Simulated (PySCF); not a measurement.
Run record: excited-state job, `C/C(=C\Cl)C(F)=C=O`.

Method: TDDFT wB97X-D/def2-SVPD, vertical, gas phase, core orbitals frozen in the response (PySCF 2.14.0, density-fitted response routines). Geometry: GFN2-xTB. The command runs a driver script over a list of jobs; the input below is this job's line of settings and its coordinates in Å.

Command:
```bash
OMP_NUM_THREADS=1 python probes_run.py task.json out
```

Input:
```
{"job": {"kind": "uv", "xc": "wB97X-D", "basis": "def2-SVPD", "nstates": 8, "ntriplets": 3}, "charge": 0, "multiplicity": 1}
C     -0.437586    -0.620839    -1.089509
C     -0.240429     0.259201     0.105655
C     -1.097794     1.200516     0.510224
Cl    -2.573004     1.538926    -0.296500
C      0.988118     0.044544     0.859340
F      1.212299     0.819856     1.959713
C      1.885669    -0.856824     0.530585
O      2.640848    -1.670293     0.188994
H      0.375500    -0.483804    -1.800961
H     -0.453460    -1.668289    -0.791790
H     -1.376416    -0.380659    -1.578700
H     -0.922547     1.816979     1.376923
```

Output:
```
coarse grid: 11712 points
cycle   1  E = -827.3582161012  dE =  1.527e+00  |g| = 8.058e-01  |ddm| = 6.383e+00
cycle   2  E = -827.1843537303  dE =  1.739e-01  |g| = 1.313e+00  |ddm| = 2.771e+00
cycle   3  E = -827.4954920931  dE = -3.111e-01  |g| = 1.211e-01  |ddm| = 1.354e+00
cycle   4  E = -827.4980849571  dE = -2.593e-03  |g| = 5.937e-02  |ddm| = 2.926e-01
cycle   5  E = -827.4987576808  dE = -6.727e-04  |g| = 1.347e-02  |ddm| = 9.425e-02
cycle   6  E = -827.4988025635  dE = -4.488e-05  |g| = 4.199e-03  |ddm| = 2.988e-02
cycle   7  E = -827.4988091088  dE = -6.545e-06  |g| = 1.483e-03  |ddm| = 1.380e-02
final grid: 112088 points
cycle   8  E = -827.6119243771  dE = -9.877e-05  |g| = 7.328e-03  |ddm| = 2.046e-01
cycle   9  E = -827.6119237782  dE =  5.988e-07  |g| = 8.435e-03  |ddm| = 3.053e-02
cycle  10  E = -827.6119355500  dE = -1.177e-05  |g| = 7.854e-04  |ddm| = 9.052e-03
cycle  11  E = -827.6119357094  dE = -1.593e-07  |g| = 6.231e-04  |ddm| = 2.846e-03
cycle  12  E = -827.6119358164  dE = -1.070e-07  |g| = 2.134e-04  |ddm| = 1.486e-03
cycle  13  E = -827.6119358417  dE = -2.539e-08  |g| = 7.890e-05  |ddm| = 6.150e-04
cycle  14  E = -827.6119358567  dE = -1.492e-08  |g| = 5.034e-05  |ddm| = 6.693e-04
cycle  15  E = -827.6119358619  dE = -5.232e-09  |g| = 2.249e-05  |ddm| = 4.476e-04
cycle  16  E = -827.6119358632  dE = -1.295e-09  |g| = 9.624e-06  |ddm| = 2.560e-04
cycle  17  E = -827.6119358633  dE = -1.442e-10  |g| = 4.130e-06  |ddm| = 8.611e-05
converged SCF energy = -827.6119358633

Static polarisability (au): isotropic 81.621, principal 50.694 67.123 127.047

Singlet excitations
state   eV       nm        f      main configurations
  1   2.3889    519.0   0.00011   H->L 0.88, H-1->L 0.11
  2   5.3390    232.2   0.00027   H-1->L 0.82, H->L 0.11
  3   5.6711    218.6   0.62556   H->L+1 0.95
  4   6.1555    201.4   0.00455   H->L+2 0.85
  5   6.6271    187.1   0.00116   H->L+3 0.66, H->L+9 0.10
  6   7.0929    174.8   0.00100   H->L+4 0.82
  7   7.2320    171.4   0.01085   H-2->L 0.89
  8   7.3024    169.8   0.05314   H-1->L+1 0.90

Triplet excitations (Tamm-Dancoff, eV): 2.0129 3.4732 5.1917
```

The SCF starts on a coarse grid where the log names one; the energy can jump when the final grid takes over, and dE then counts from the start density on the new grid. H and L stand for HOMO and LUMO; the number after each pair is its weight.

Question: Give the mean polarisability as a volume in Å³, and the ratio of the largest to the smallest principal value.

Answer: 81.621 au × 0.148185 = 12.10 Å³; 127.047/50.694 = 2.51.

Question: How does the lowest singlet excitation compare with the HOMO–LUMO gap?

Answer: HOMO -8.26 eV and LUMO -0.62 eV give a gap of 7.64 eV; S1 at 2.39 eV lies 5.25 eV below it.

In short: HOMO -8.26 eV, LUMO -0.62 eV; lowest singlet 2.39 eV; lowest triplet 2.01 eV (Tamm–Dancoff); mean polarisability 81.6 au.

Question: Estimate the wall time. Hardware: an Arm Neoverse V1 with one thread, no GPU, shared host with 64 logical CPUs at a one-minute load of 21. And the peak memory of the process?

Answer: About 38 s, with 0.86 GiB resident at the peak, the Python interpreter and its libraries included.

One conformer stands for the species.
Labels such as C1 count atoms from 1, the log's own numbers from 0.

The pairwise dispersion term of wB97X-D wasn't added to the energies; at a given geometry it leaves orbitals and properties as they are.
